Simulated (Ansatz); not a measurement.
`[GeH3][SnH3]` + NH₃ → `[NH2][SnH3]` + GeH₄  (cleavage of the Sn–Ge bond)

Calculated with Ansatz (gas phase, PBE0-D4/def2-TZVP geometries, no zero-point term in ΔE). CBS: MP2 limit from def2 TZ/QZ plus the TZ coupled-cluster correction, frozen cores. This one scheme is used for every species. Functionals use def2-TZVPP. B3LYP here is the variant with VWN-RPA as its local correlation; programs differ in this. Elements past krypton have def2 core potentials. For Ge, Sn outer-core shells are correlated without core-valence functions, which leaves a few kJ/mol of doubt a bond. Scalar relativity is left out up to krypton.

| level | ΔE (eV) |
| --- | --- |
| B3LYP-D4 | 0.62 |
| ωB97M-V | 0.60 |

(1) What does CCSD(T)/CBS give? (Estimate.)

(2) What do rigid-rotor, harmonic-oscillator terms from PBE0-D4/def2-TZVP frequencies (298.15 K, 1 bar) make of the CCSD(T)/CBS value? (Estimate.)

Largest T1 diagnostic among the species: 0.013.

Answers

(1) Computed: +0.62 eV. The listed levels differ from it by 0.00, -0.02 eV.

(2) The calculation gave: ΔZPE = -0.07 eV, ΔH = +0.52 eV, ΔS = -4 J/(mol·K), ΔG = +0.53 eV.

At CCSD(T), def2-SVP lies −0.04 eV from the extrapolated value and def2-TZVPP −0.05 eV. From r2SCAN to r2SCAN0 (25 % exact exchange), in def2-TZVPP and without D4, ΔE moves by +0.04 eV.
